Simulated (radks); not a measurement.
Problem. These are the eigenvalues of the occupied orbitals of an atom or ion with whole-number occupations (hartree). All-electron calculation, Dirac Kohn-Sham, PBE, spin-unpolarised, spherical densities, finite nucleus; Fermi nuclear charge, rms radius of each element as measured or else 0.836 A^(1/3) + 0.57 fm. Program: a radial shooting solver on a logarithmic mesh with Libxc functionals.

1s1/2: -1776.900
2s1/2: -292.8485
2p1/2: -277.9141
2p3/2: -254.1007
3s1/2: -65.57035
3p1/2: -59.11689
3p3/2: -54.26281
3d3/2: -43.08982
3d5/2: -42.03379
4s1/2: -14.15698
4p1/2: -11.66159
4p3/2: -10.58674
4d3/2: -6.47496
4d5/2: -6.28125
5s1/2: -2.89679
5p1/2: -2.18768
5p3/2: -2.02486
4f5/2: -1.47375
4f7/2: -1.44834
6p1/2: -0.73708
6p3/2: -0.70701

Which element is it, and in what charge state? The configuration may be excited. Open shells, if any, are shared by 2j + 1.

Solution. Z = 63, europium, charge +3: Eu3+ in [Kr] 4d10 4f6 5s2 5p5 6p1. The list shows which subshells hold electrons but not how many an open one holds; the 1s level, -1776.9 hartree, gives Z - s = 59.6 by -(Z - s)^2/2, which with screening and relativity narrows Z to a few neighbours, and the depths of the outer levels then fix element, charge and occupations together.
